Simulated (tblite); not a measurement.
Species: C6H12O2Si.
Structure used (GFN2-xTB), in Å, numbered top down from 1:
```xyz
21
C6H12O2Si angstrom
C      2.9600   -0.1497   -0.0815
C      2.1525    0.8249    0.7700
O      0.8295    1.0194    0.3085
C     -0.0092   -0.0716    0.4966
C     -0.3205   -1.0027   -0.6191
C     -1.3806   -0.0213   -0.1448
Si    -2.9428   -0.5378    0.7947
C     -1.6831    1.1177   -1.0051
O     -2.7836    1.6140   -1.0244
H      3.9836   -0.1877    0.2810
H      2.5334   -1.1486   -0.0319
H      2.9661    0.1778   -1.1182
H      2.1324    0.4805    1.8147
H      2.6027    1.8199    0.7367
H      0.0366   -0.4831    1.5059
H     -0.4797   -2.0483   -0.4030
H      0.1310   -0.8037   -1.5806
H     -3.3651    0.5528    1.6628
H     -2.5531   -1.6991    1.6077
H     -3.9535   -0.9393   -0.1758
H     -0.8655    1.5027   -1.6398
```

Level: GFN2-xTB in tblite, geometry and Hessian alike; calculated harmonic values, unscaled, isolated species. This tight-binding method is rough: wavenumbers can miss measured ones by several per cent, in bad cases by 10 to 20. Modes of hydrogen on silicon can be 10 to 20 % off. One conformer, not necessarily the lowest.

Harmonic wavenumbers (cm⁻¹): 41.6, 71.7, 91.6, 119.9, 136.1, 163.4, 171.8, 218.3, 281.2, 315.0, 352.5, 428.4, 476.8, 516.8, 558.8, 598.5, 641.1, 751.3, 788.0, 792.0, 813.0, 865.0, 887.0, 921.2, 933.1, 953.4, 1006.7, 1040.9, 1068.8, 1079.8, 1088.1, 1139.6, 1173.8, 1232.8, 1272.9, 1297.2, 1333.7, 1344.5, 1385.0, 1399.6, 1448.3, 1462.7, 1485.9, 1496.8, 1732.4, 2215.5, 2319.8, 2332.2, 2799.3, 2870.2, 2936.6, 2974.5, 3042.3, 3045.6, 3048.5, 3075.8, 3091.2.

A = 2651, B = 747.2, C = 671.6 MHz; mass 144.061 u (most abundant isotopes); point group C1, symmetry number 1.

Q: What is the zero-point energy?

A: ½Σν̃ = 35564 cm⁻¹ = 425.45 kJ/mol.

Q: What is S at 298.15 K and 1 bar for an ideal gas of classical rigid rotors and harmonic oscillators?

A: Translation 170.84, rotation 124.98, vibration 149.00: S = 444.8 J/(mol K).

Q: And Cp and H(298.15 K) − H(0)?

A: Cp = 183.14 J/(mol K), of which vibrations give 149.89 (their classical limit is 57 R = 473.9); H(298.15 K) − H(0) = 33.07 kJ/mol without the zero-point energy, 23.16 from vibrations.

Q: Which modes carry the vibrational entropy at 298.15 K?

A: 41.6 cm⁻¹: 21.68; 71.7 cm⁻¹: 17.18; 91.6 cm⁻¹: 15.17; 119.9 cm⁻¹: 12.98; 136.1 cm⁻¹: 11.96; 163.4 cm⁻¹: 10.50 J/(mol K); the other 51 give 59.53 together.

Q: How do the functions run with temperature in this model?

A: 
```json
{"T (K)": "150", "S (J/(mol K))": "346.0", "Cp (J/(mol K))": "113.6", "H − H(0) (kJ/mol)": "11.17", "G − H(0) (kJ/mol)": "-40.73", "ln q(vib)": "3.82"}
{"T (K)": "250", "S (J/(mol K))": "414.7", "Cp (J/(mol K))": "159.9", "H − H(0) (kJ/mol)": "24.81", "G − H(0) (kJ/mol)": "-78.85", "ln q(vib)": "7.06"}
{"T (K)": "400", "S (J/(mol K))": "505.3", "Cp (J/(mol K))": "229.9", "H − H(0) (kJ/mol)": "54.15", "G − H(0) (kJ/mol)": "-147.97", "ln q(vib)": "11.74"}
{"T (K)": "600", "S (J/(mol K))": "613.0", "Cp (J/(mol K))": "301.8", "H − H(0) (kJ/mol)": "107.77", "G − H(0) (kJ/mol)": "-260.04", "ln q(vib)": "17.75"}
{"T (K)": "900", "S (J/(mol K))": "749.6", "Cp (J/(mol K))": "370.8", "H − H(0) (kJ/mol)": "209.55", "G − H(0) (kJ/mol)": "-465.12", "ln q(vib)": "26.16"}
```

q(vib) and H(0) count from the zero-point level.

Hindered rotation and anharmonicity are outside this model. Other conformers, if any are populated, would add a mixing term that is left out. The structure is chiral; the term R ln 2 for an equal mix with its mirror image is left out.
